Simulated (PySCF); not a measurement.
Computed properties of FH4NSn, SMILES [NH2][SnH2][F]

Sn(H)2(F)(NH2) (FH₄NSn), SMILES [NH2][SnH2][F]. The structure is a stationary point at PBE0-D3(BJ)/def2-SVP. The def2 effective core potentials stand for the cores of Sn; spin–orbit coupling is left out. The values are those of a single conformer. All values are computed for the isolated molecule unless a solvent is named; none is compared with measurement here.

**Structure.** The optimised structure has Cs symmetry. All 15 harmonic modes at PBE0-D3(BJ)/def2-SVP (PySCF) are real, so it is a minimum. With heavy atoms numbered as in [SnH2:1]([NH2:2])[F:3], the shortest bond between them is Sn1–F3 at 1.952 Å and the longest Sn1–N2 at 2.019 Å.

**Vibrations.** The strongest infrared lines (harmonic, unscaled, degenerate partners summed) lie at 1982 cm⁻¹ (168 km/mol, H 99 %), 510 cm⁻¹ (155 km/mol, H 59 %, N 40 %), 629 cm⁻¹ (97 km/mol, H 47 %, N 40 %, Sn 12 %). The softest mode is at 175 cm⁻¹ and the zero-point energy is 25.8 kcal/mol.

**Electronic structure.** ωB97X/def2-TZVPD (PySCF) places the frontier levels at -10.39 and 1.32 eV, a gap of 11.71 eV, and gives a dipole moment of 1.95 D and a mean polarisability of 48.5 bohr³.

**Excitations.** TDDFT-M06-2X/def2-SVPD (PySCF) has S1 at 6.49 eV (191 nm, f = 0.063, bright); the most intense of the 10 singlets computed lies at 8.75 eV (f = 0.38). T1 (TDA) is at 5.89 eV. No vertical singlet excitation falls in the visible range (under 3.1 eV).
